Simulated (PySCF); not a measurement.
CBr₃, doublet (typed; the unrestricted solution is spin-contaminated), geometry from GFN2-xTB, with bond 3-2 at 2.2 times its length; HF/STO-3G run with PySCF.

Here is a job for PySCF.
```python
from pyscf import gto, scf

mol = gto.Mole()
mol.atom = '''
    Br   -0.90210057    1.60547864    0.00874749
    C    -0.00024609   -0.00644433    0.35123384
    Br   -2.06598555   -3.47550920   -0.53100783
    Br    1.84136133   -0.02108190   -0.01917391
'''
mol.basis = 'sto-3g'
mol.spin = 1
mol.verbose = 4
mol.build()

mf = scf.UHF(mol)
mf.kernel()
mo_i, mo_e, stable_i, stable_e = mf.stability(internal=True, external=True, return_status=True, nroots=6, tol=1e-6)
print('internally stable:', stable_i, ' externally stable:', stable_e)
if not stable_i:
    umf = mf.copy()
    umf.scf_summary = {}
    umf.kernel(umf.make_rdm1(mo_i, mf.mo_occ))
mf.analyze()
```

Write the output that PySCF gives for this input, abridged.


```
PySCF version 2.14.0

[INPUT] verbose = 4
[INPUT] num. atoms = 4
[INPUT] num. electrons = 111
[INPUT] charge = 0
[INPUT] spin (= nelec alpha-beta = 2S) = 1
[INPUT] symmetry False subgroup None
[INPUT] Mole.unit = angstrom
[INPUT] Symbol           X                Y                Z      unit          X                Y                Z       unit  Magmom
[...]
nuclear repulsion = 595.841079545793
number of shells = 27
number of NR pGTOs = 177
number of NR cGTOs = 59
basis = sto-3g
ecp = {}

******** <class 'pyscf.scf.uhf.UHF'> ********
method = UHF
initial guess = minao
damping factor = 0
level_shift factor = 0
DIIS = <class 'pyscf.scf.diis.CDIIS'>
diis_start_cycle = 1
diis_space = 8
diis_damp = 0
SCF conv_tol = 1e-09
SCF conv_tol_grad = None
SCF max_cycles = 50
direct_scf = True
direct_scf_tol = 1e-13
number electrons alpha = 56  beta = 55
Set gradient conv threshold to 3.16228e-05
init E= -7659.66715632695

cycle= 1 E= -7670.73691203376  delta_E= -11.1  |g|= 0.53  |ddm|= 1.89
cycle= 2 E= -7667.31662118446  delta_E= 3.42  |g|= 0.864  |ddm|= 3.81
cycle= 3 E= -7670.93653670159  delta_E= -3.62  |g|= 0.298  |ddm|= 3.87
cycle= 4 E= -7671.01452546974  delta_E= -0.078  |g|= 0.0945  |ddm|= 0.47

cycle= 5 E= -7669.54126847746  delta_E= 1.47  |g|= 0.592  |ddm|= 2.99
cycle= 6 E= -7670.57153417955  delta_E= -1.03  |g|= 0.608  |ddm|= 1.57
cycle= 7 E= -7670.67688568731  delta_E= -0.105  |g|= 0.511  |ddm|= 0.317
cycle= 8 E= -7670.7367457211  delta_E= -0.0599  |g|= 0.44  |ddm|= 0.213
cycle= 9 E= -7670.75667916503  delta_E= -0.0199  |g|= 0.413  |ddm|= 0.0824
cycle= 10 E= -7670.77579072377  delta_E= -0.0191  |g|= 0.388  |ddm|= 0.193
cycle= 11 E= -7670.76702498218  delta_E= 0.00877  |g|=  0.4  |ddm|= 0.213
cycle= 12 E= -7670.8129994826  delta_E= -0.046  |g|= 0.332  |ddm|= 0.28
cycle= 13 E= -7670.94248912244  delta_E= -0.129  |g|= 0.34  |ddm|= 2.56
cycle= 14 E= -7670.97086710981  delta_E= -0.0284  |g|= 0.268  |ddm|= 0.267
cycle= 15 E= -7671.053946474  delta_E= -0.0831  |g|= 0.156  |ddm|= 0.49
cycle= 16 E= -7671.1155909878  delta_E= -0.0616  |g|= 0.149  |ddm|= 0.428
cycle= 17 E= -7671.16702676258  delta_E= -0.0514  |g|= 0.21  |ddm|= 1.97
cycle= 18 E= -7671.16002064966  delta_E= 0.00701  |g|= 0.184  |ddm|= 0.223
cycle= 19 E= -7671.13874761844  delta_E= 0.0213  |g|= 0.183  |ddm|= 0.197
cycle= 20 E= -7671.1066336127  delta_E= 0.0321  |g|= 0.153  |ddm|= 1.85
cycle= 21 E= -7671.09716299997  delta_E= 0.00947  |g|= 0.155  |ddm|= 0.0661
[...]
SCF not converged.
<class 'pyscf.scf.uhf.UHF'> wavefunction has an internal instability
<class 'pyscf.scf.uhf.UHF'> wavefunction has an real -> complex instability
<class 'pyscf.scf.uhf.UHF'> wavefunction has an UHF/UKS -> GHF/GKS instability
internally stable: False  externally stable: False
converged SCF energy = -7671.27807054558  <S^2> = 1.7684868  2S+1 = 2.8414692
Total Energy =                       -7671.102059568973345
[...]
spin_pop of  0 Br 3pz      -0.00001
spin_pop of  0 Br 4px      -0.03229
spin_pop of  0 Br 4py       0.01609
spin_pop of  0 Br 4pz      -0.03136
spin_pop of  0 Br 3dxy     -0.00000
spin_pop of  0 Br 3dyz      0.00002
spin_pop of  0 Br 3dz^2    -0.00000
spin_pop of  0 Br 3dxz      0.00000
spin_pop of  0 Br 3dx2-y2    0.00001
spin_pop of  1 C 1s       -0.00001
spin_pop of  1 C 2s        0.11471
spin_pop of  1 C 2px       0.13497
spin_pop of  1 C 2py       0.30092
spin_pop of  1 C 2pz       0.53078
spin_pop of  2 Br 1s        0.00000
spin_pop of  2 Br 2s        0.00000
spin_pop of  2 Br 3s        0.00000
spin_pop of  2 Br 4s        0.00002
spin_pop of  2 Br 2px       0.00000
spin_pop of  2 Br 2py       0.00000
spin_pop of  2 Br 2pz      -0.00000
spin_pop of  2 Br 3px       0.00007
spin_pop of  2 Br 3py       0.00007
spin_pop of  2 Br 3pz      -0.00013
spin_pop of  2 Br 4px       0.18154
spin_pop of  2 Br 4py       0.17103
spin_pop of  2 Br 4pz      -0.33567
spin_pop of  2 Br 3dxy     -0.00000
spin_pop of  2 Br 3dyz     -0.00000
spin_pop of  2 Br 3dz^2    -0.00000
spin_pop of  2 Br 3dxz     -0.00000
spin_pop of  2 Br 3dx2-y2    0.00000
spin_pop of  3 Br 1s       -0.00000
spin_pop of  3 Br 2s        0.00000
spin_pop of  3 Br 3s       -0.00015
spin_pop of  3 Br 4s       -0.00182
spin_pop of  3 Br 2px      -0.00000
spin_pop of  3 Br 2py       0.00000
spin_pop of  3 Br 2pz      -0.00000
spin_pop of  3 Br 3px      -0.00002
spin_pop of  3 Br 3py       0.00001
spin_pop of  3 Br 3pz      -0.00000
spin_pop of  3 Br 4px      -0.03327
spin_pop of  3 Br 4py       0.01765
spin_pop of  3 Br 4pz      -0.03117
spin_pop of  3 Br 3dxy      0.00001
spin_pop of  3 Br 3dyz      0.00000
spin_pop of  3 Br 3dz^2     0.00000
spin_pop of  3 Br 3dxz      0.00002
spin_pop of  3 Br 3dx2-y2   -0.00001
 ** Mulliken Spin Density (per atom)  **
spin density of  0 Br =     -0.04955
spin density of  1 C =      1.08137
spin density of  2 Br =      0.01692
spin density of  3 Br =     -0.04875
 ** Mulliken pop alpha/beta on meta-lowdin orthogonal AOs **
 ** Mulliken pop       alpha | beta **
In total            56.00000 | 55.00000
 ** Mulliken atomic charges   ( Nelec_alpha | Nelec_beta ) **
charge of  0Br =      0.10635  (    17.42205     17.47160 )
charge of  1C =     -0.02375  (     3.55256      2.47119 )
charge of  2Br =     -0.18977  (    17.60335     17.58642 )
charge of  3Br =      0.10717  (    17.42204     17.47079 )
Dipole moment(X, Y, Z, Debye):  2.21679,  3.74808,  0.55016
```

Convergence was not reached.
